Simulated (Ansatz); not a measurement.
Gas-phase electronic energies from Ansatz, PBE0-D4/def2-TZVP geometries. CBS: def2 TZ/QZ extrapolation, frozen cores. No spin–orbit coupling; open shells (•) take unrestricted orbitals. Each species was taken in one conformer, which may not be the lowest.

Reaction (homolysis of the Si–Si bond): `F[SiH2][SiH2]F` → 2 `F[SiH2]`•

```
         species  HF/CBS(def2) energy (Eh)
`F[SiH2][SiH2]F`                -779.33820
      `F[SiH2]`•                -389.62291
```

Problem. Work out ΔE.

Solution. ΔE = 2 × (-389.62291) − (-779.33820) = 0.09238 Eh = +2.51 eV. CCSD(T)/CBS gives +3.48 eV.

Largest T1 diagnostic among the species: 0.014.

In def2-TZVPP, CCSD(T) changes the Hartree–Fock value by +0.85 eV (the triples alone add +0.05 eV) and MP2 by +0.81 eV; breaking electron pairs costs correlation energy, which Hartree–Fock lacks. The D4 term adds +0.11 eV with B3LYP and +0.06 eV with PBE0; it sums over pairs of atoms, weighted by their polarisabilities, and B3LYP, whose exchange is more repulsive, gets the larger term. From PBE to PBE0 (25 % exact exchange), in def2-TZVPP and without D4, ΔE moves by +0.06 eV.

B3LYP here is the variant with VWN-RPA as its local correlation; programs differ in this.
